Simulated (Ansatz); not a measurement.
Reaction (cleavage of the B–B bond): `FBBF` + `O[SiH2]S` → `O[SiH2]SBF` + `BF`

Computed with Ansatz on PBE0-D4/def2-TZVP structures; ΔE is electronic, products minus reactants. CCSD(T)/CBS adds triple-zeta CCSD(T) − MP2 to the extrapolated MP2 energy (def2 sets, frozen cores). This one scheme is used for every species. Functionals use def2-TZVPP. Each species was taken in one conformer, which may not be the lowest.

`FBBF`:

Z-matrix (Å, degrees):
```
B
B 1 1.713
F 1 1.326 2 120.4
H 1 1.205 2 123.7 3 177.8
F 2 1.326 1 120.4 3 94.9
H 2 1.205 1 123.7 3 -87.3
```

`O[SiH2]S`:

Cartesian coordinates in Å:
```
O -1.324 -0.193 0.684
Si -0.192 -0.072 -0.499
S 1.804 0.038 0.243
H -1.196 -0.875 1.346
H -0.155 -1.268 -1.378
H -0.565 1.148 -1.246
H 1.628 1.223 0.851
```

`O[SiH2]SBF`:

```xyz
9

O     0.955    0.634   -1.548
Si    0.530   -0.725   -0.738
S    -1.378   -0.550    0.236
B    -0.876    0.571    1.554
F    -1.798    0.996    2.399
H     0.357    0.968   -2.218
H     1.599   -0.944    0.256
H     0.359   -1.888   -1.643
H     0.253    0.937    1.702
```

`BF`:

```xyz
4

B    -0.018    0.043    0.018
F     0.452   -1.087   -0.468
H    -0.654   -0.007    1.032
H     0.220    1.051   -0.582
```

CCSD(T)/CBS gives -115.2 kJ/mol.

Task: Another level gave -114.4 kJ/mol. Which?
A. PBE0-D4/def2-TZVPP
B. SCS-MP2/def2-TZVPP
C. MP2/def2-TZVPP
D. HF/def2-TZVPP

Result: A. PBE0-D4 -114.4, HF/def2-TZVPP -107.5, SCS-MP2/def2-TZVPP -119.2, MP2/def2-TZVPP -125.5 kJ/mol.

Largest T1 diagnostic among the species: 0.014.

In def2-TZVPP, CCSD(T) changes the Hartree–Fock value by −8.0 kJ/mol (the triples alone add −3.6 kJ/mol) and MP2 by −17.9 kJ/mol. The D4 term adds −5.3 kJ/mol with B3LYP and −2.9 kJ/mol with PBE0; it sums over pairs of atoms, weighted by their polarisabilities, and B3LYP, whose exchange is more repulsive, gets the larger term.

B3LYP here is the variant with VWN-RPA as its local correlation; programs differ in this.
